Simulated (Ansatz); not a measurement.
Computed with Ansatz on PBE0-D4/def2-TZVP structures; ΔE is electronic, products minus reactants. CCSD(T)/CBS is the MP2 limit (def2-TZVPP, def2-QZVPP) plus CCSD(T) − MP2 in def2-TZVPP, frozen cores. This one scheme is used for every species. Functionals use def2-TZVPP. B3LYP here is the variant with VWN-RPA as its local correlation; programs differ in this. Each species was taken in one conformer, which may not be the lowest.

`C=C(C)CC` + `CC(C)C` → `C=C(C)CC(C)(C)C` + CH₄  (formal exchange of groups at a C–C bond)

Task: Is it downhill or uphill in electronic energy at CCSD(T)/CBS, and by how much? (Best estimate.)

Result: The calculation gave: Downhill: ΔE = -0.14 eV.

Task: What do these levels give: LDA (SPW92), BHLYP-D4, B3LYP, BHLYP, CCSD(T)/def2-TZVPP, MP2/def2-QZVPP? (An estimate is asked.)

Result: Ansatz gave: LDA (SPW92) -0.15, BHLYP-D4 -0.06, B3LYP 0.10, BHLYP 0.08, CCSD(T)/def2-TZVPP -0.15, MP2/def2-QZVPP -0.20 eV.

Largest T1 diagnostic among the species: 0.010.

From BLYP to BHLYP (50 % exact exchange), in def2-TZVPP and without D4, ΔE moves by −0.05 eV. Leaving LDA and LC-ωPBE aside and taking each functional with its dispersion term where it has one, the values, not all of them listed here, spread over 0.12 eV, from revPBE-D4 to B2PLYP. LDA lies −0.19 eV from PBE without D4.
